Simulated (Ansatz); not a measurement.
C3H9InOS, SMILES `C[CH](C)[In]([OH])[SH]`, relaxed with RKS PBE0-D4/def2-TZVP in the Gaussian-basis code of Ansatz from a PBE-D4/def2-SVP geometry. The force threshold is 0.005 eV/Å; the program also tests the step.

The species carries charge 0 and has multiplicity 1. In takes the def2 core potential.

Start:

```xyz
15

C    -1.389    0.865    0.531
C    -0.136    0.014    0.733
C    -0.435   -1.484    0.820
In    1.309    0.404   -0.903
O     3.328    0.589   -0.765
S     0.710    0.664   -3.250
H    -1.171    1.952    0.521
H    -1.909    0.622   -0.421
H    -2.121    0.682    1.351
H     0.400    0.342    1.649
H     0.474   -2.093    1.003
H    -1.143   -1.692    1.654
H    -0.913   -1.868   -0.106
H     3.616    0.481    0.161
H    -0.620    0.521   -2.978
```

How much energy does the relaxation release, and in how many steps? (Estimate.)

Computed: 9.18 kJ/mol, in 31 steps, 2 of them rejected.

Which bonds change most? (Best estimate.)

The calculation gave: In4–S6 from 2.436 to 2.386 Å; C2–In4 from 2.217 to 2.173 Å; In4–O5 from 2.032 to 1.991 Å; S6–H15 from 1.364 to 1.344 Å.

Give the relaxed structure. (Estimate.)

Computed: 
```xyz
15

C    -1.567    0.598    0.272
C    -0.178    0.120    0.662
C    -0.178   -1.332    1.119
In    1.241    0.428   -0.954
O     3.159   -0.106   -0.905
S     0.791    1.416   -3.079
H    -1.581    1.654   -0.009
H    -1.972    0.028   -0.569
H    -2.265    0.473    1.109
H     0.203    0.747    1.475
H     0.810   -1.673    1.437
H    -0.858   -1.464    1.971
H    -0.524   -2.008    0.331
H     3.422   -0.512   -0.076
H    -0.503    1.631   -2.784
```
